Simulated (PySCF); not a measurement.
## Computed properties of CH6F2OSi2, SMILES [SiH2](F)C(O)[SiH2]F

CH6F2OSi2, SMILES [SiH2](F)C(O)[SiH2]F. Coordinates come from a ωB97X-D3(BJ)/def2-SVP optimisation. This is a generated structure with no PubChem entry under its InChIKey; it may be hypothetical. The values are those of a single conformer. All values are computed for the isolated molecule unless a solvent is named; none is compared with measurement here.

**Structure.** The optimised structure has Cs symmetry. All 30 harmonic modes at ωB97X-D3(BJ)/def2-SVP (PySCF) are real, so it is a minimum. With heavy atoms numbered as in [OH:1][CH:2]([SiH2:3][F:4])[SiH2:5][F:6], the shortest bond between them is O1–C2 at 1.439 Å and the longest C2–Si5 at 1.880 Å.

**Vibrations.** The strongest infrared lines (harmonic, unscaled, degenerate partners summed) lie at 910 cm⁻¹ (355 km/mol, H 58 %, Si 26 %, F 15 %), 1081 cm⁻¹ (272 km/mol, H 58 %, C 30 %, Si 11 %), 2286 cm⁻¹ (228 km/mol, H 96 %). The softest mode is at 50 cm⁻¹ and the zero-point energy is 45.8 kcal/mol.

**Electronic structure.** CAM-B3LYP/def2-TZVP (PySCF) places the frontier levels at -9.18 and 0.19 eV, a gap of 9.37 eV, and gives a dipole moment of 2.53 D and a mean polarisability of 63.3 bohr³. PBE/def2-TZVP (PySCF) at the same geometry gives -6.26 and -1.68 eV, so its gap is 4.79 eV narrower. An orbital gap is neither the optical nor the fundamental gap.

**Excitations.** TDDFT-B3LYP/def2-SVPD (PySCF) has S1 at 5.53 eV (224 nm, f = 0.001, dark); the most intense of the 10 singlets computed lies at 7.52 eV (f = 0.06). T1 (TDA) is at 5.27 eV. TDDFT-PBE/def2-SVPD (PySCF) puts S1 at 4.75 eV. No vertical singlet excitation falls in the visible range (under 3.1 eV).

**NMR.** GIAO shifts at PBE0/pcSseg-1 (PySCF) (non-relativistic, atoms alike by connectivity averaged): ¹³C at 64.2 ppm against TMS; ¹H from -0.5 to 5.3 ppm against TMS; ²⁹Si at 3.6 ppm against TMS; ¹⁹F at -237.6 ppm against CFCl3.

**Solvation.** SMD-B3LYP/def2-SVP (PySCF) gives -4.5 kcal/mol in water, -3.3 kcal/mol in benzene, -6.4 kcal/mol in 1-octanol (1 M in both phases, gas-phase geometry); of these solvents 1-octanol holds the molecule best.
